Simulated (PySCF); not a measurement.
Computed shifts of a molecule C3H11NSi2, HF/pcSseg-1 run with PySCF, GIAO, gas phase, atoms alike by connectivity averaged where their shifts nearly agree, in ppm (number of nuclei): ²⁹Si: -53.2 (1), -55.6 (1). ¹³C: 50.3 (1), 43.9 (1), 26.1 (1). ¹⁵N: 3.8 (1). ¹H: 4.29 (3), 4.01 (3), 3.90 (2), 3.67 (1), 2.62 (1), 2.45 (1). References: ²⁹Si against TMS (σ = 393.8 ppm); ¹³C against TMS (σ = 192.6 ppm); ¹⁵N against NH3 (σ = 267.3 ppm); ¹H against TMS (σ = 31.99 ppm), references at their B3LYP-D3(BJ)/def2-TZVP geometries, non-relativistic. The structure is a stationary point at r2SCAN-D4/def2-SVP. Other conformers were not sampled.

**Question.** Pick the molecule that these values belong to.
A. C[C@@H]1C[SiH2][Si@H]1N
B. C[C@H]1[SiH2][SiH2]N1C
C. C=C[Si@H]([SiH3])NC
D. [SiH3][C@@H]1CCN1[SiH3]

**Answer.** D, [SiH3][C@@H]1CCN1[SiH3]
